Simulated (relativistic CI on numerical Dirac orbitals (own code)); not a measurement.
**Pr⁴⁺: 4p photoemission**

Computed with this model: Dirac-Coulomb-Breit CI, separate exchange-only KLI orbitals for each configuration, model QED, multiplet model of photoemission in the sudden approximation, unscaled Slater integrals; configurations [Xe] 4f → [Ar] 3d10 4s2 4p5 4d10 4f 5s2 5p6; 300 K; Lorentzian 1.75 eV and Gaussian 0.7 eV FWHM. Energies are those of the free ion, without screening or charge transfer. The energies are binding energies and can lie tens of eV above those of solids. S is read from ⟨S²⟩ = S(S + 1).

Computed curve for free ion, scaled to 100 at the maximum (points under 2 are left out and the grid is thinned):

(Energy (eV), Intensity): (275.6, 2.1), (276.2, 2.4), (277.0, 2.9), (277.6, 3.5), (278.2, 4.3), (279.0, 5.8), (279.6, 7.7), (280.2, 10.8), (280.8, 16.6), (281.6, 32.2), (282.2, 44.6), (282.8, 51.8), (283.6, 67.5), (284.2, 84.0), (284.8, 100.0), (285.6, 82.3), (286.2, 74.4), (286.8, 67.8), (287.4, 45.8), (288.2, 24.1), (288.8, 17.9), (289.4, 17.1), (290.2, 21.0), (290.8, 18.4), (291.4, 11.9), (292.2, 6.7), (292.8, 5.0), (293.4, 3.9), (294.2, 3.1), (294.8, 2.8), (295.4, 2.5), (296.0, 2.3), (296.8, 2.2), (297.4, 2.1), (298.0, 2.1), (298.8, 2.2), (299.4, 2.3), (300.0, 2.5), (300.8, 2.9), (301.4, 3.4), (302.0, 4.2), (302.8, 6.0), (303.4, 8.5), (304.0, 13.1), (304.6, 22.8), (305.4, 48.9), (306.0, 58.2), (306.6, 41.4), (307.4, 22.7), (308.0, 19.8), (308.6, 24.9), (309.4, 41.0), (310.0, 38.2), (310.6, 23.0), (311.2, 12.9), (312.0, 6.9), (312.6, 4.8), (313.2, 3.6), (314.0, 2.6), (314.6, 2.1)

The ground state has S = 0.50, and the centroid lies at 292.57 eV.
